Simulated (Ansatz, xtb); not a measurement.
This singlet lies 2.28 eV below the relaxed triplet at the level frozen-core CCSD(T)/cc-pVTZ // B3LYP-D3(BJ)/def2-TZVP (Ansatz, a program for electronic structure).

Species: HClGeS, SMILES `[SH][Ge][Cl]` (lower singlet) (charge 0, multiplicity 1).

Question: Give a relaxed geometry from GFN2-xTB in xtb 6.7.1.

Answer: This is not unique; one that fits is the end point of this relaxation, one of several conformers (outside a Z-matrix the atoms follow the SMILES, hydrogens last).
Bonded distances (Å): S1–Ge2 2.261, S1–H4 1.329, Ge2–Cl3 2.145. Bond angles (°): Ge2–S1–H4 94.6, S1–Ge2–Cl3 98.4.
